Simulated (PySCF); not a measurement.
The vertical singlet excitations below were computed for one of the candidates. Computed with TDDFT CAM-B3LYP/def2-SVPD, vertical, gas phase, core orbitals frozen in the response (PySCF 2.14.0, density-fitted response routines). Geometries: GFN2-xTB, one conformer each.

```
state  λ (nm)       f
   S1   236.0  0.0009
   S2   220.4   0.295
   S3   185.9   0.362
   S4   182.2  0.0000
   S5   180.0   0.674
   S6   174.0  0.0004
   S7   172.3  0.0000
   S8   163.9  0.0000
```

Orbital energies (eV): HOMO-3 -11.35, HOMO-2 -11.02, HOMO-1 -9.27, HOMO -8.70, LUMO -0.40, LUMO+1 0.20, LUMO+2 1.09.

**Question.** Which structure fits?
A. `N#CC1=CCC=CC=C1`
B. `C1=CC2=CC=CN2C=C1`
C. `c1cc(ccc1C)C#N`

**Answer.** C. Its S1, at 5.25 eV, is the highest among the candidates; the nearest of the others has S1 at 4.92 eV. S1 is HOMO-1→LUMO (50%), HOMO→LUMO+1 (49%). Löwdin shares by element: HOMO carbon 46% or more, nitrogen 13% (atoms not listed hold the other 41%); LUMO carbon 45% or more, nitrogen 11% (atoms not listed hold the other 44%). At the same level the other candidates give, for their lowest levels:
- `N#CC1=CCC=CC=C1`: 252 nm (f 0.066); 240 nm (f 0.010); 204 nm (f 0.259); 197 nm (f 0.334); 182 nm (f 0.000); T1 3.25 eV; HOMO -8.48, LUMO -0.55 eV
- `c1ccn2cccc2c1`: 314 nm (f 0.050); 254 nm (f 0.031); 230 nm (f 0.000); 208 nm (f 0.702); 206 nm (f 0.000); T1 2.83 eV; HOMO -6.61, LUMO 0.27 eV
Triplets come from the Tamm–Dancoff approximation.
